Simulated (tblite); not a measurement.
C4H8AlBS2.
Bonds: C1–C2 (triple), C2–Al3, Al3–S4, S4–C5, Al3–S6, S6–B7, B7–C8. Hydrogens: H9 on C1; H10, H11, H12 on C5; H13 on B7; H14, H15, H16 on C8.

Computed with GFN2-xTB (tblite), gas phase: L-BFGS steps from a force-field or distance-geometry start until the largest atomic force falls under 0.01 eV/Å.

Step 87: E = -582.9971 eV
```
atom  x, y, z in Å  |  force x, y, z in eV/Å
C1      0.9981    3.1591   -0.8321   -0.031  -0.047  -0.020
C2      0.3863    2.1286   -0.6545    0.037   0.028   0.006
Al3    -0.6731    0.5322   -0.3295   -0.031  -0.001   0.019
S4     -2.8278    0.8248    0.0358    0.006  -0.009   0.023
C5     -3.4242   -0.7043    0.8784   -0.023   0.026   0.030
S6      0.0503   -1.5607   -0.4963   -0.021  -0.024   0.007
B7      1.7591   -1.6647   -0.0298   -0.003   0.007  -0.013
C8      2.5076   -0.4953    0.7097   -0.015   0.009   0.015
H9      1.5302    4.0558   -0.9993   -0.009  -0.032   0.012
H10    -2.7726   -1.5508    0.6689    0.016   0.043  -0.040
H11    -4.4264   -0.8946    0.5035    0.072  -0.004  -0.005
H12    -3.4618   -0.5054    1.9464   -0.004  -0.030  -0.036
H13     2.2728   -2.6962   -0.2447   -0.016   0.033   0.023
H14     2.1133    0.4928    0.4638    0.004   0.014   0.010
H15     2.3805   -0.6234    1.7871    0.004   0.000  -0.002
H16     3.5801   -0.4888    0.5309    0.014  -0.013  -0.029
```

Step 88: E = -582.9978 eV
```
atom  x, y, z in Å  |  force x, y, z in eV/Å
C1      1.0013    3.1538   -0.8311   -0.034  -0.023  -0.032
C2      0.3863    2.1259   -0.6514    0.024   0.003   0.010
Al3    -0.6756    0.5319   -0.3284   -0.032   0.004   0.024
S4     -2.8287    0.8282    0.0415    0.001  -0.005   0.013
C5     -3.4253   -0.7036    0.8776   -0.029   0.006   0.013
S6      0.0497   -1.5585   -0.4978   -0.015  -0.039   0.006
B7      1.7587   -1.6613   -0.0314    0.001   0.007  -0.002
C8      2.5090   -0.4942    0.7094   -0.020   0.012   0.003
H9      1.5294    4.0509   -1.0038    0.011  -0.016   0.015
H10    -2.7733   -1.5494    0.6660    0.023   0.043  -0.038
H11    -4.4272   -0.8966    0.5022    0.078   0.012  -0.004
H12    -3.4627   -0.5076    1.9453   -0.010  -0.031  -0.012
H13     2.2735   -2.6926   -0.2422   -0.019   0.019   0.011
H14     2.1150    0.4945    0.4675    0.002   0.031  -0.001
H15     2.3809   -0.6244    1.7860    0.016  -0.007   0.013
H16     3.5815   -0.4881    0.5287    0.003  -0.014  -0.018
```

Step 89: E = -582.9986 eV
```
atom  x, y, z in Å  |  force x, y, z in eV/Å
C1      1.0064    3.1448   -0.8329   -0.040  -0.008  -0.039
C2      0.3852    2.1219   -0.6493    0.016  -0.011   0.010
Al3    -0.6809    0.5317   -0.3258   -0.026   0.010   0.032
S4     -2.8307    0.8333    0.0542   -0.009  -0.004   0.008
C5     -3.4305   -0.7037    0.8775   -0.021  -0.015  -0.009
S6      0.0504   -1.5547   -0.4988   -0.024  -0.053   0.001
B7      1.7592   -1.6543   -0.0333    0.021  -0.013   0.011
C8      2.5121   -0.4909    0.7107   -0.020   0.011  -0.019
H9      1.5348    4.0403   -1.0107    0.028  -0.001   0.016
H10    -2.7785   -1.5481    0.6605    0.037   0.040  -0.031
H11    -4.4304   -0.8978    0.4978    0.066   0.030  -0.001
H12    -3.4696   -0.5154    1.9459   -0.016  -0.030   0.004
H13     2.2760   -2.6853   -0.2435   -0.029   0.024   0.004
H14     2.1194    0.4990    0.4741    0.000   0.042  -0.009
H15     2.3854   -0.6243    1.7866    0.026  -0.014   0.025
H16     3.5841   -0.4876    0.5251   -0.010  -0.008  -0.004
```

Question: Estimate the geometry and energy of step 90. (The exact step hangs on the optimiser's Hessian estimate; all steps are aligned on step 89, rigid shifts and turns removed.)

Answer: E = -582.9998 eV, largest force 0.067 eV/Å
```
atom  x, y, z in Å  |  force x, y, z in eV/Å
C1      1.0138    3.1326   -0.8378   -0.023   0.034  -0.046
C2      0.3839    2.1166   -0.6485   -0.013  -0.050   0.017
Al3    -0.6887    0.5322   -0.3191   -0.002   0.010   0.031
S4     -2.8341    0.8392    0.0740   -0.020   0.015   0.003
C5     -3.4389   -0.7051    0.8777   -0.013  -0.038  -0.034
S6      0.0487   -1.5511   -0.4958    0.002  -0.051   0.006
B7      1.7611   -1.6435   -0.0371   -0.007  -0.012   0.034
C8      2.5167   -0.4854    0.7121   -0.014   0.008  -0.037
H9      1.5467    4.0242   -1.0201    0.036   0.004   0.014
H10    -2.7868   -1.5468    0.6528    0.057   0.027  -0.023
H11    -4.4352   -0.8976    0.4890    0.045   0.043   0.009
H12    -3.4821   -0.5295    1.9474   -0.025  -0.026   0.018
H13     2.2799   -2.6727   -0.2471   -0.027   0.005  -0.014
H14     2.1269    0.5072    0.4829   -0.002   0.044  -0.012
H15     2.3921   -0.6252    1.7877    0.038  -0.015   0.013
H16     3.5885   -0.4861    0.5201   -0.033   0.001   0.018
```

The energy changes by -0.0012 eV. The first-order estimate −F·Δx gives -0.0016 eV and the mean of the old and new forces, exact on a quadratic surface, -0.0012 eV. The step makes an angle of 79° with the force vector and moves no atom by more than 0.022 Å.

The cost below is that of the whole relaxation. The run took 2.0 s on Arm Neoverse V1, one thread, no GPU, shared host with 32 logical CPUs at a one-minute load of 33.
